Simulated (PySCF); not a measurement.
## Working out the excitation energy of B

B [He] 2s2 2p1 (2P) → B [He] 2s1 2p1 3d1 (high-spin determinant). All numbers are calculated (PySCF 2.14, the spin-free X2C one-electron Hamiltonian (Gaussian nucleus), in x2c-TZVPPall with one added diffuse shell each of s, p, d type (6s4p3d1f, 40 functions)). Frozen: 1s2. Energies in hartree (1 hartree = 27.21139 eV):

```json
{"part": "UHF", "B (lower)": "-24.539118", "B (upper)": "-24.139018"}
{"part": "CCSD correlation", "B (lower)": "-0.064369", "B (upper)": "-0.008845"}
{"part": "(T)", "B (lower)": "-0.001328", "B (upper)": "-0.000169"}
```

Question: What does Hartree-Fock give?

Answer: (-24.139018) − (-24.539118) = 0.400100 hartree = 10.887 eV.

Question: What do CCSD and CCSD(T) give?

Answer: The CCSD correlation energies differ by 0.055524 hartree = 1.511 eV and the triples by 0.001159 hartree = 0.032 eV, so CCSD gives 12.398 eV and CCSD(T) 12.430 eV.

One determinant mixes LS terms, so it does not stand for a single term.

The upper state lies above the first ionisation limit, but in LS coupling its spin forbids autoionisation to the ground ion. A Rydberg-like electron needs more diffuse functions than a valence basis has.
